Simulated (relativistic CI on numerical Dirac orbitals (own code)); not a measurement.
**Charge states of rhenium**

These numbers are calculated, not measured: Dirac-Coulomb-Breit CI, KLI orbitals optimised for each configuration, model QED (radiative potential, 1s self-energy scaled to tabulated hydrogen-like ionisation energies), valence Slater integrals scaled by 0.9 (own radial code, finite nucleus).

Each species is treated in one configuration, given outside its closed core. Radial values are for the open shell of highest l, unscaled and averaged over j; ζ includes the Breit term. Labels give the leading LS character, summed over repeated terms.

```csv
Ion,Configuration,Its lowest level,LS weight (%),F² (cm⁻¹),F⁴ (cm⁻¹),g_J,g√(J(J+1)),Next level,E (cm⁻¹)
Re48+,3d9,2D_5/2,100,,,1.189,3.52,2D_3/2,574250
Re49+,3d8,3F_4,86,596700,385000,1.204,5.39,J = 2 (mixed),71923
Re50+,3d7,4F_9/2,57,602000,388600,1.215,6.04,J = 3/2 (mixed),102920
Re51+,3d6,J = 4 (mixed),41,607200,392100,1.232,5.51,J = 2 (mixed),64632
Re52+,3d5,J = 5/2 (mixed),26,612400,395700,1.267,3.75,J = 5/2 (mixed),510190
Re53+,3d4,3P_0,61,617600,399200,,0.00,5D_1,555380
Re54+,3d3,J = 3/2 (mixed),43,622800,402700,0.726,1.41,4F_5/2,568570
Re55+,3d2,3F_2,73,627900,406200,0.762,1.87,3P_0,182230
Re56+,3d,2D_3/2,100,,,0.786,1.52,2D_5/2,665090
Re57+,3s2 3p6,1S_0,100,,,,0.00,,
Re58+,3s2 3p5,2P°_3/2,100,,,1.320,2.56,2P°_1/2,3.0068e+06
Re59+,3s2 3p4,3P_2,68,543700,,1.328,3.25,1S_0,157420
Re60+,3s2 3p3,J = 3/2 (mixed),48,546100,,1.338,2.59,4S°_3/2,2.9583e+06
Re61+,3s2 3p2,3P_0,69,548500,,,0.00,3P_1,3.0091e+06
Re62+,3s2 3p,2P°_1/2,100,,,0.646,0.56,2P°_3/2,3.1435e+06
Re63+,3s2,1S_0,100,,,,0.00,,
Re64+,3s,2S_1/2,100,,,1.982,1.72,,
Re65+,2s2 2p6,1S_0,100,,,,0.00,,
Re66+,2s2 2p5,2P°_3/2,100,,,1.297,2.51,2P°_1/2,1.1928e+07
Re67+,2s2 2p4,3P_2,68,1.426e+06,,1.303,3.19,1S_0,475650
Re68+,2s2 2p3,?,?,?,?,?,?,?,?
Re69+,2s2 2p2,3P_0,68,1.444e+06,,,0.00,3P_1,1.2139e+07
Re70+,2s2 2p,2P°_1/2,100,,,0.614,0.53,2P°_3/2,1.2601e+07
Re71+,2s2,1S_0,100,,,,0.00,,
```

Q: Fill in the row of Re68+.

A: Its lowest level J = 3/2 (mixed); LS weight (%) 49; F² (cm⁻¹) 1.435e+06; g_J 1.309; g√(J(J+1)) 2.53; Next level 4S°_3/2; E (cm⁻¹) 1.1947e+07.
